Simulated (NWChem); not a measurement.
System: C$_{2}$H$_{4}$OS; SMILES CSC=O

```xyz
8

C      1.1142     1.1376     0.1038
S     -0.6132     0.6411     0.3767
C     -0.5190    -1.0719    -0.1129
O      0.4669    -1.6591    -0.5062
H      1.6512     0.2405    -0.2678
H      1.1551     1.9479    -0.6477
H      1.5577     1.4831     1.0561
H     -1.5303    -1.5504    -0.0044
```
Atoms are numbered in this order, from 1.

The geometry was optimised at PBE-D3(BJ)/def2-SVP.

 Unshifted, non-relativistic core excitations; the lowest 4 roots alone, so stronger bands may lie above.

Problem. List the first O K-edge excitations from B3LYP/6-311G** (spherical d), restricted-window TDA (NWChem).

Solution. 
| state | energy (eV) | dipole oscillator strength | leading excitation (squared amplitude) |
|---|---|---|---|
| S1 | 517.0 | 0.0363 | 1s of atom 4 or its equivalents → LUMO (1.00) |
| S2 | 519.6 | 0.0046 | 1s of atom 4 or its equivalents → LUMO+1 (0.98) |
| S3 | 520.7 | 0.0004 | 1s of atom 4 or its equivalents → LUMO+2 (0.96) |
| S4 | 521.4 | 0.0061 | 1s of atom 4 or its equivalents → LUMO+3 (0.79) |
